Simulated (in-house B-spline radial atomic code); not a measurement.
Configurations of the bromine ion Br⁷⁺, with energies counted from [Ar] 3d10. Computed with a B-spline radial code for spherical atoms: Dirac-Hartree-Fock, average of configuration, Fermi nucleus of rms radius 4.1629 fm. Energies include first-order Breit, QED and recoil terms.

Occupations are held fixed; configurations that lie above the ionisation limit could autoionise.

```json
{"configuration": "[Ar] (3d3/2)3 (3d5/2)6 (4d5/2)1", "E - E(ref) (eV)": "113.8", "highest orbital": "4d5/2", "its <r> (bohr)": "1.765"}
{"configuration": "[Ar] (3d3/2)4 (3d5/2)5 5s1", "E - E(ref) (eV)": "127.04", "highest orbital": "5s1/2", "its <r> (bohr)": "2.595"}
{"configuration": "[Ar] (3d3/2)3 (3d5/2)6 (4f5/2)1", "E - E(ref) (eV)": "136.1", "highest orbital": "4f5/2", "its <r> (bohr)": "2.144"}
{"configuration": "[Ar] (3d3/2)4 (3d5/2)5 7s1", "E - E(ref) (eV)": "164.01", "highest orbital": "7s1/2", "its <r> (bohr)": "6.139"}
{"configuration": "[Ar] (3d3/2)4 (3d5/2)5 (7g9/2)1", "E - E(ref) (eV)": "172.89", "highest orbital": "7g9/2", "its <r> (bohr)": "7.924"}
{"configuration": "[Ne] 3s2 (3p1/2)1 (3p3/2)4 3d10 (5p3/2)1", "E - E(ref) (eV)": "258.59", "highest orbital": "5p3/2", "its <r> (bohr)": "2.807"}
{"configuration": "[Ne] 3s2 (3p1/2)2 (3p3/2)3 3d10 (7d5/2)1", "E - E(ref) (eV)": "286.74", "highest orbital": "7d5/2", "its <r> (bohr)": "7.288"}
```

Task: Order these further configurations by energy, lowest first.
A. [Ne] 3s2 (3p1/2)2 (3p3/2)3 3d10 7s1
B. [Ne] 3s2 (3p1/2)1 (3p3/2)4 3d10 (4d5/2)1
C. [Ar] (3d3/2)4 (3d5/2)5 (7f7/2)1
D. [Ar] (3d3/2)3 (3d5/2)6 6s1
E. [Ar] (3d3/2)4 (3d5/2)5 (6f7/2)1

Result: D (152.47 eV), E (165.9 eV), C (172.51 eV), B (237.15 eV), A (281.44 eV).

Task: How far above the reference does [Ne] 3s2 (3p1/2)1 (3p3/2)4 3d10 (5g7/2)1 lie?

Result: 280.24 eV; its least bound orbital is 5g7/2 with <r> = 3.431 bohr.

Task: How far above the reference does [Ar] (3d3/2)4 (3d5/2)5 4s1 lie?

Result: 68.675 eV; its least bound orbital is 4s1/2 with <r> = 1.377 bohr.
